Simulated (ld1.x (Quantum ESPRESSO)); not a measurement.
**u(r) = r·R(r): atom against pseudo-atom (Be (Z = 4))**

Columns: radius, all-electron u(r) and pseudo u(r) of the 2p shell (level -1.97 eV) of beryllium in the configuration 1s2 2s2 2p0; PBEsol, scalar-relativistic, TM semilocal scheme, ld1.x (Quantum ESPRESSO) 7.5.

| r (bohr) | all-electron | pseudo |
| --- | --- | --- |
| 0.210 | 0.0449 | 0.0146 |
| 0.420 | 0.1286 | 0.0569 |
| 0.630 | 0.2157 | 0.1219 |
| 0.840 | 0.2941 | 0.2023 |
| 1.050 | 0.3608 | 0.2893 |
| 1.260 | 0.4170 | 0.3734 |
| 1.470 | 0.4613 | 0.4468 |
| 1.680 | 0.4939 | 0.5038 |
| 1.890 | 0.5156 | 0.5419 |
| 2.100 | 0.5278 | 0.5614 |
| 2.310 | 0.5319 | 0.5652 |
| 2.520 | 0.5291 | 0.5571 |
| 2.730 | 0.5208 | 0.5411 |
| 2.940 | 0.5080 | 0.5208 |
| 3.150 | 0.4918 | 0.4986 |
| 3.360 | 0.4731 | 0.4759 |
| 3.570 | 0.4525 | 0.4534 |
| 3.780 | 0.4308 | 0.4310 |
| 3.990 | 0.4086 | 0.4086 |
| 4.200 | 0.3863 | 0.3863 |
| 4.410 | 0.3642 | 0.3642 |
| 4.620 | 0.3427 | 0.3427 |
| 4.830 | 0.3219 | 0.3219 |
| 5.040 | 0.3019 | 0.3019 |
| 5.250 | 0.2828 | 0.2828 |
| 5.460 | 0.2645 | 0.2645 |

(1) How many radial nodes do the two functions have?

(2) At about which radius was the pseudo-wave matched?

(3) Is the pseudo-wave norm-conserving?

Answers

(1) The all-electron 2p function has n − l − 1 = 0; the pseudo-wave has 0.

(2) 4.20 bohr. The columns agree to 0.0005 from 3.78 bohr on; several derivatives are matched, so the curves merge somewhat inside the radius.

(3) Yes: the TM semilocal scheme keeps the norm inside the radius equal to the all-electron one, which fixes the energy derivative of the logarithmic derivative at the level.
